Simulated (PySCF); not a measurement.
Stepwise substitution at one centre (Ga OH-NH2). Gas-phase values, no solvent. One relaxed conformer stands for each flexible species; it need not be the lowest. Strings in code marks are SMILES.

Computed with PBE-D3(BJ)/def2-TZVP // B3LYP-D3(BJ)/def2-TZVP (PySCF). All candidates: neutral, multiplicity 1. Excitations are Tamm–Dancoff values on a coarser integration grid. The basis has no diffuse functions, so Rydberg states are missing or too high.

```yaml
HOMO: -5.57 eV
HOMO–LUMO gap: 4.51 eV
S1 excitation (TDA): 4.70 eV
```

**Question.** Identify which member has these values.
(A) `[NH2][Ga]([OH])[OH]`
(B) `[NH2][Ga]([NH2])[NH2]`
(C) `[OH][Ga]([OH])[OH]`
(D) `[NH2][Ga]([NH2])[OH]`

**Answer.** D, `[NH2][Ga]([NH2])[OH]`. The others give `[NH2][Ga]([OH])[OH]`: -6.11 eV, 4.62 eV, 4.81 eV; `[OH][Ga]([OH])[OH]`: -7.20 eV, 5.29 eV, 5.42 eV; `[NH2][Ga]([NH2])[NH2]`: -5.28 eV, 4.56 eV, 4.74 eV
